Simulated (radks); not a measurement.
Q: The mean radii <r> (bohr) of the occupied orbitals of an atom or ion are listed with their occupations. All-electron calculation, scalar-relativistic Kohn-Sham, PBE, spin-unpolarised, spherical densities, point nucleus. Program: a radial shooting solver on a logarithmic mesh with Libxc functionals.

| orbital | occ. | <r> |
|---|---|---|
| 1s | 2 | 0.01962 |
| 2s | 2 | 0.08117 |
| 2p | 4 | 0.07172 |

Name the element and its charge.

A: Z = 70, ytterbium, charge +62: Yb62+ in [He] 2s2 2p4. The 1s radius gives Z: for a bare nucleus <r> = (2 gamma + 1)/(2Z) with gamma = sqrt(1 - (Z/c)^2), 0.01942 bohr for Z = 70, and screening makes it slightly larger (0.01962 here). The occupations add up to 8, and the charge is Z minus that.
